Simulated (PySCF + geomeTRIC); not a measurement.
The multiplicity is imposed and other spin states were not computed.

Level of theory: TPSS-D3(BJ)/def2-SVP (PySCF + geomeTRIC). fastk is a local helper that only speeds up exchange builds. No frequencies were computed at this level.

```python
import json, numpy as np
from pyscf import gto, dft
from fastk import lowrank_exchange
atoms = """
Zr    -0.000001     0.000001    -0.000000
F      1.525646    -0.659059    -0.797819
F     -1.589817     0.027285    -0.932850
F      0.064171     0.631775     1.730668
"""
def scf(charge, spin, dm0=None):
    mol = gto.M(atom=atoms, basis='def2-svp', ecp={'Zr': 'def2-svp'}, charge=charge, spin=spin, verbose=3, max_memory=5040)
    mf = dft.KS(mol, xc='tpss').density_fit(auxbasis="def2-universal-jkfit")
    mf.disp = 'd3bj'
    mf.grids.level = 3
    mf.conv_tol = 1e-8
    mf.max_cycle = 120
    mf.level_shift = 0.25
    mf.kernel(dm0)
    if not mf.converged:
        mf = mf.newton().run(mf.mo_coeff, mf.mo_occ).undo_soscf()
    return mf
mf = scf(0, 1)
lowrank_exchange(mf)  # same exchange matrices as the stock routine, built faster for response steps
mo, _, stable, _ = mf.stability(return_status=True)
if not stable:
    mf.kernel(mf.make_rdm1(mo, mf.mo_occ))
del mf.get_jk
from pyscf.geomopt.geometric_solver import kernel as optimize
path = []
done, mol = optimize(mf, maxsteps=120, assert_convergence=False, callback=lambda env: path.append((env["energy"], bool(env["g_scanner"].converged))))
res = dict(converged=bool(done and path[-1][1]), energy=path[-1][0], path=[e for e, c in path], xyz=mol.atom_coords(unit="Angstrom").tolist(), nao=mol.nao)
json.dump(res, open("result.json", "w"))
```

Output:

```
converged SCF energy = -346.575261996616  <S^2> = 0.75125909  2S+1 = 2.0012587
<class 'pyscf.df.df_jk.DFUKS'> wavefunction is stable in the internal stability analysis
Geometry optimization cycle 1
converged SCF energy = -346.575261993199  <S^2> = 0.75125923  2S+1 = 2.0012588
cycle 1: E = -346.575261993  dE = -346.575  norm(grad) = 0.081399
Geometry optimization cycle 2
converged SCF energy = -346.581858698032  <S^2> = 0.75153027  2S+1 = 2.0015297
cycle 2: E = -346.581858698  dE = -0.0065967  norm(grad) = 0.034496
Geometry optimization cycle 3
converged SCF energy = -346.584023488862  <S^2> = 0.75144317  2S+1 = 2.0014426
cycle 3: E = -346.584023489  dE = -0.00216479  norm(grad) = 0.0061191
Geometry optimization cycle 4
converged SCF energy = -346.584086472955  <S^2> = 0.751425  2S+1 = 2.0014245
cycle 4: E = -346.584086473  dE = -6.29841e-05  norm(grad) = 0.000782169
Geometry optimization cycle 5
converged SCF energy = -346.584090079713  <S^2> = 0.75142513  2S+1 = 2.0014246
cycle 5: E = -346.58409008  dE = -3.60676e-06  norm(grad) = 0.00071581
Geometry optimization cycle 6
converged SCF energy = -346.575923546251  <S^2> = 0.75151732  2S+1 = 2.0015167
cycle 6: E = -346.575923546  dE = 0.00816653  norm(grad) = 0.0452165
Geometry optimization cycle 7
converged SCF energy = -346.581677681589  <S^2> = 0.75136527  2S+1 = 2.0013648
cycle 7: E = -346.581677682  dE = -0.00575414  norm(grad) = 0.0133351
Geometry optimization cycle 8
converged SCF energy = -346.583156615684  <S^2> = 0.75139852  2S+1 = 2.001398
cycle 8: E = -346.583156616  dE = -0.00147893  norm(grad) = 0.00914358
Geometry optimization cycle 9
converged SCF energy = -346.583942317663  <S^2> = 0.75142997  2S+1 = 2.0014295
cycle 9: E = -346.583942318  dE = -0.000785702  norm(grad) = 0.00422396
Geometry optimization cycle 10
converged SCF energy = -346.584019377308  <S^2> = 0.75142719  2S+1 = 2.0014267
cycle 10: E = -346.584019377  dE = -7.70596e-05  norm(grad) = 0.00163128
Geometry optimization cycle 11
converged SCF energy = -346.584038780782  <S^2> = 0.7514273  2S+1 = 2.0014268
cycle 11: E = -346.584038781  dE = -1.94035e-05  norm(grad) = 0.000631907
Geometry optimization cycle 12
converged SCF energy = -346.584040813089  <S^2> = 0.75142743  2S+1 = 2.0014269
cycle 12: E = -346.584040813  dE = -2.03231e-06  norm(grad) = 0.000382979
Geometry optimization cycle 13
converged SCF energy = -346.584040988275  <S^2> = 0.75142753  2S+1 = 2.001427
cycle 13: E = -346.584040988  dE = -1.75186e-07  norm(grad) = 0.000328183
Geometry optimization cycle 14
converged SCF energy = -346.584040807371  <S^2> = 0.75142759  2S+1 = 2.0014271
cycle 14: E = -346.584040807  dE = 1.80904e-07  norm(grad) = 0.000302752
<class 'geometric.internal.Distance'> : 3
<class 'geometric.internal.Angle'> : 2
<class 'geometric.internal.OutOfPlane'> : 1
<class 'geometric.internal.TranslationX'> : 1
<class 'geometric.internal.TranslationY'> : 1
<class 'geometric.internal.TranslationZ'> : 1
<class 'geometric.internal.RotationA'> : 1
<class 'geometric.internal.RotationB'> : 1
<class 'geometric.internal.RotationC'> : 1
Step    0 : Gradient = 4.070e-02/4.718e-02 (rms/max) Energy = -346.5752619932
Step    1 : Displace = 9.378e-02/1.090e-01 (rms/max) Trust = 1.000e-01 (=) Grad = 1.725e-02/2.001e-02 (rms/max) E (change) = -346.5818586980 (-6.597e-03) Quality = 0.457
Step    2 : Displace = 2.789e-02/3.230e-02 (rms/max) Trust = 1.000e-01 (=) Grad = 3.060e-03/3.655e-03 (rms/max) E (change) = -346.5840234889 (-2.165e-03) Quality = 1.189
Step    3 : Displace = 6.087e-03/7.145e-03 (rms/max) Trust = 1.414e-01 (+) Grad = 3.911e-04/5.479e-04 (rms/max) E (change) = -346.5840864730 (-6.298e-05) Quality = 0.822
Step    4 : Displace = 2.027e-04/2.237e-04 (rms/max) Trust = 2.000e-01 (+) Grad = 3.579e-04/5.001e-04 (rms/max) E (change) = -346.5840900797 (-3.607e-06) Quality = 0.545
Step    5 : Displace = 1.984e-01/2.298e-01 (rms/max) Trust = 2.000e-01 (=) Grad = 2.261e-02/3.065e-02 (rms/max) E (change) = -346.5759235463 (+8.167e-03) Quality = 0.001
Step    6 : Displace = 1.013e-01/1.362e-01 (rms/max) Trust = 9.922e-02 (-) Grad = 6.673e-03/9.522e-03 (rms/max) E (change) = -346.5816776816 (-5.754e-03) Quality = 1.020
Step    7 : Displace = 5.867e-02/6.527e-02 (rms/max) Trust = 1.403e-01 (+) Grad = 4.571e-03/6.291e-03 (rms/max) E (change) = -346.5831566157 (-1.479e-03) Quality = 1.435
Step    8 : Displace = 9.323e-02/1.315e-01 (rms/max) Trust = 1.984e-01 (+) Grad = 2.103e-03/3.489e-03 (rms/max) E (change) = -346.5839423177 (-7.857e-04) Quality = 0.922
Step    9 : Displace = 2.067e-02/2.339e-02 (rms/max) Trust = 2.806e-01 (+) Grad = 8.009e-04/1.064e-03 (rms/max) E (change) = -346.5840193773 (-7.706e-05) Quality = 0.888
Step   10 : Displace = 9.784e-03/1.166e-02 (rms/max) Trust = 3.000e-01 (+) Grad = 2.757e-04/3.251e-04 (rms/max) E (change) = -346.5840387808 (-1.940e-05) Quality = 1.040
Step   11 : Displace = 3.239e-03/4.085e-03 (rms/max) Trust = 3.000e-01 (=) Grad = 1.141e-04/1.893e-04 (rms/max) E (change) = -346.5840408131 (-2.032e-06) Quality = 0.890
Step   12 : Displace = 1.370e-03/1.792e-03 (rms/max) Trust = 3.000e-01 (=) Grad = 6.182e-05/8.472e-05 (rms/max) E (change) = -346.5840409883 (-1.752e-07) Quality = 0.492
Step   13 : Displace = 1.143e-03/1.764e-03 (rms/max) Trust = 3.000e-01 (=) Grad = 2.078e-05/2.785e-05 (rms/max) E (change) = -346.5840408074 (+1.809e-07) Quality = -1.469
Converged! =D
```

Cost: about 8 core-minutes (a rough figure).
